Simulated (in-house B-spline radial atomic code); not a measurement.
Values are calculated unless marked as measured or tabulated.
Weak and strong correlation along the adiabatic connection

Two-electron singlets in several external potentials (atomic units), by full CI in B-splines with partial waves to l = 8 (correlation energies up to 0.6 % small). The repulsion is scaled by λ at fixed density; W(λ) is the mean repulsion less the Hartree energy, W(0) = E_x, and the area under W from 0 to 1 is E_xc.

Relative drop (W(λ) − E_x)/E_x:

| system | λ = 0.12 | λ = 0.25 | λ = 0.4 | λ = 0.6 | λ = 0.8 | λ = 1 |
| --- | --- | --- | --- | --- | --- | --- |
| −Z/r, Z = 3.5 | 0.0057 | 0.0117 | 0.0184 | 0.0269 | 0.0351 | 0.0430 |
| −Z exp(−kr)/r, Z = 1.6, k = 0.195 | 0.0155 | 0.0310 | 0.0475 | 0.0674 | 0.0852 | 0.1013 |
| −V exp(−r²/w²), V = 18.2, w = 11.3 | 0.0217 | 0.0428 | 0.0644 | 0.0893 | 0.1106 | 0.1289 |
| −V exp(−r²/w²), V = 1.62, w = 7.27 | 0.0338 | 0.0646 | 0.0940 | 0.1257 | 0.1509 | 0.1714 |
| −Z/r, Z = 5.99, wall at 0.454 bohr | 0.0023 | 0.0047 | 0.0075 | 0.0112 | 0.0147 | 0.0182 |
| −V exp(−r²/w²), V = 21.8, w = 3.47 | 0.0114 | 0.0231 | 0.0357 | 0.0513 | 0.0656 | 0.0787 |
| −V exp(−r²/w²), V = 0.758, w = 9.44 | 0.0477 | 0.0880 | 0.1240 | 0.1598 | 0.1865 | 0.2072 |

Question: Order the systems by how far second-order (GL2) theory, half the initial slope (estimated from the first points of each curve), overshoots the correlation energy, least first.
A. −Z/r, Z = 5.99, wall at 0.454 bohr
B. −V exp(−r²/w²), V = 1.62, w = 7.27
C. −V exp(−r²/w²), V = 21.8, w = 3.47
D. −V exp(−r²/w²), V = 0.758, w = 9.44
E. −Z exp(−kr)/r, Z = 1.6, k = 0.195
F. −Z/r, Z = 3.5
G. −V exp(−r²/w²), V = 18.2, w = 11.3

Answer: A (GL2/E_c = 1.03), F (GL2/E_c = 1.08), C (GL2/E_c = 1.16), E (GL2/E_c = 1.21), G (GL2/E_c = 1.31), B (GL2/E_c = 1.49), D (GL2/E_c = 1.72).

Question: What else changes along this order?

Answer: The ratio follows the bend of the curve. With it the leading natural occupation goes from 1.999 to 1.841 and −T_c/E_c from 0.97 to 0.59 between the first and the last.
